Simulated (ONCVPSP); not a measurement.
## What one change does to a pseudopotential (Te (Z = 52), ONCV)

```json
{
 "Element": "Te (Z = 52)",
 "Generator": "ONCVPSP 4.0.1",
 "Type": "optimised norm-conserving Vanderbilt (ONCV)",
 "Functional": "LDA (Perdew-Wang 92)",
 "Relativity": "non-relativistic",
 "Frozen core": "[Ar] 3d10",
 "Valence charge": "24",
 "Reference configuration": "4s2 4p6 4d10 5s2 5p2 (charge +2)",
 "Partial waves": "4s+5s: rc 1.50 bohr, ncon 4, nbas 8, qcut 10 1/bohr, 3 projectors, debl 0.8 Ha; 4p+5p: rc 1.15 bohr, ncon 3, nbas 7, qcut 12.8 1/bohr, 2 projectors; 4d: rc 1.30 bohr, ncon 4, nbas 8, qcut 10.2 1/bohr, 1 projector",
 "Local potential": "polynomial inside 0.95 bohr (lpopt 5, dvloc0 3 Ha)",
 "Core correction": "polynomial model core, fcfact 0.2"
}
```

In the s channel the program set the typed energies aside and used -6.283, -1.161, 0.250 Ha.

Change: all radii but the core radius scaled by about 1.33 (s 2.00, p 1.52, d 1.72 bohr); local potential polynomial inside 1.26 bohr (lpopt 5, dvloc0 3 Ha).

Cutoffs: the cutoffs (Ha) at which the residual kinetic energy of the hardest occupied pseudo-wave falls to 1 and 0.1 mHa per electron; they do not see the model core or the augmentation charge, which bear on the density cutoff. Errors are all-electron minus pseudo energies relative to the spin-unpolarised reference configuration.

Q: How do hardness, ghosts and transferability respond?

A: The potential gets softer (54 Ha and 64 Ha → 37 Ha and 43 Ha); of the 4 tests that both files solve, the error grows in 3 and shrinks in 0 by more than 15 % and 0.3 meV (median size 0.0 → 0.4 meV); neither file shows a bound ghost. A larger radius leaves more room for a smooth pseudo-wave, so fewer plane waves are needed. More of the atom is replaced by a form fitted at one configuration, so other configurations suffer.

| quantity | base | changed |
| --- | --- | --- |
| cutoff, loose | 54 Ha | 37 Ha |
| cutoff, tight | 64 Ha | 43 Ha |
| loose cutoff by channel | s 32 Ha, p 54 Ha, d 44 Ha | s 20 Ha, p 26 Ha, d 37 Ha |
| bound ghosts | none | none |
| GHOST(+) flags under 300 eV | none | none |
| error for 4s2 4p6 4d10 5s2 5p4, meV [ΔE -28.08 eV] | +0.1 | -0.5 |
| error for 4s2 4p6 4d10 5s2 5p3, meV [ΔE -18.14 eV] | 0.0 | -0.2 |
| error for 4s2 4p6 4d10 5s2 5p1, meV [ΔE 27.11 eV] | 0.0 | -0.5 |
| error for 4s2 4p6 4d10 5s2 5p3.5, meV [ΔE -24.08 eV] | 0.0 | -0.4 |
| rms error of d²Exc/dni dnj with the model core, mHa | 0.94 | 1.45 |
